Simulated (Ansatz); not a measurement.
`COC(=O)[SiH3]`. Charge 0, multiplicity 1. The geometry is a stationary point of PBE0-D4/def2-TZVP.

```xyz
11

C     0.256   -1.980   -0.395
O     0.553   -0.668    0.088
C    -0.394    0.255   -0.129
O    -1.433    0.022   -0.690
Si    0.049    1.997    0.546
H    -0.647   -2.366    0.081
H     1.117   -2.592   -0.137
H     0.105   -1.964   -1.475
H     1.410    2.026    1.134
H    -0.048    2.938   -0.595
H    -0.968    2.332    1.571
```

Question: What is the dipole moment at ωB97M-V/def2-TZVPP? (Best estimate.)

Answer: The calculation gave: 1.75 D, with components (1.52, -0.64, 0.57) D in this frame, pointing from negative to positive charge.

Question: And with PBE, r2SCAN, B3LYP? (An estimate is asked.)

Answer: Ansatz gave: PBE 1.72 D, r2SCAN 1.75 D, B3LYP 1.76 D.

Question: Give the Mulliken charges with ωB97M-V, r2SCAN, B3LYP in def2-TZVPP. (Estimate.)

Answer: Computed: 
| atom | ωB97M-V | r2SCAN | B3LYP |
| --- | --- | --- | --- |
| C1 | -0.21 | -0.02 | -0.15 |
| O2 | -0.25 | -0.25 | -0.26 |
| C3 | 0.20 | 0.23 | 0.21 |
| O4 | -0.32 | -0.34 | -0.31 |
| Si5 | 0.20 | 0.31 | 0.29 |
| H6 | 0.14 | 0.08 | 0.12 |
| H7 | 0.13 | 0.08 | 0.13 |
| H8 | 0.14 | 0.08 | 0.12 |
| H9 | -0.01 | -0.06 | -0.05 |
| H10 | -0.01 | -0.05 | -0.05 |
| H11 | -0.01 | -0.05 | -0.05 |

B3LYP here is the variant with VWN-RPA as its local correlation; programs differ in this.
